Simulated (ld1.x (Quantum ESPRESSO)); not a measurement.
# Which change was made? (P, TM)

ld1.x (Quantum ESPRESSO) 7.5 input, shortened:

```
&input
   title='P', zed=15., rel=1, dft='PBE', iswitch=3,
   config='[Ne] 3s2 3p3'
 /
 &inputp
   pseudotype=2, tm=.true., lloc=-1, rcloc=1.35,
   nlcc=.true., new_core_ps=.true., rcore=1.50
 /
2
3S  1  0   2.00   0.00  1.50  1.50  0.0
3P  2  1   3.00   0.00  1.45  1.45  0.0
 &test
   configts(1)='3s2 3p3'
 /
```

Cutoffs, loose and tight: the cutoffs (Ry, on a coarse ladder) from which the occupation-weighted sum of valence levels, in a spherical-Bessel basis at the reference potential, stays within 10 and 1 mRy of its value at 400 Ry. They do not see the model core or the augmentation charge, which bear on the density cutoff. Test errors are all-electron minus pseudo excitation energies from the reference, over the configurations 3s2 3p2; 3s2 3p1; 3s2 3p0; 3s2 3p2.5; 3s1 3p4; 3s1 3p3; 3s1 3p0; variants that change the core or the reference have their own tests.

The base gives: outcome: generated; cutoff, loose: 35 Ry; cutoff, tight: 55 Ry; bound ghosts: none; largest test error (meV): +222.

**Question.** After one change the result is: outcome: generated; cutoff, loose: 18 Ry; cutoff, tight: 50 Ry; bound ghosts: none; largest test error (meV): +224. Which change was it?
A. local potential the s channel
B. wave 3s (bound): rc 1.50 bohr becomes 3s (bound): rc 2.18 bohr
C. wave 3p (bound): rc 1.45 bohr becomes 3p (bound): rc 2.18 bohr
D. wave 3s (bound): rc 1.50 bohr becomes 3s (bound): rc 1.02 bohr
E. all radii but the core radius scaled by about 0.75 (s 1.12, p 1.08 bohr); local potential all-electron potential smoothed inside 1.02 bohr (lloc = -1)

**Answer.** C. The others give: wave 3s (bound): rc 1.50 bohr becomes 3s (bound): rc 1.02 bohr → outcome: generated; cutoff, loose: 90 Ry; cutoff, tight: 300 Ry; bound ghosts: none; largest test error (meV): +276 | wave 3s (bound): rc 1.50 bohr becomes 3s (bound): rc 2.18 bohr → outcome: generated; cutoff, loose: 18 Ry; cutoff, tight: 50 Ry; bound ghosts: none; largest test error (meV): +289 | all radii but the core radius scaled by about 0.75 (s 1.12, p 1.08 bohr); local potential all-electron potential smoothed inside 1.02 bohr (lloc = -1) → outcome: generated; cutoff, loose: 160 Ry; cutoff, tight: 260 Ry; bound ghosts: s; largest test error (meV): +1937 | local potential the s channel → outcome: generated; cutoff, loose: 35 Ry; cutoff, tight: 55 Ry; bound ghosts: none; largest test error (meV): +173.
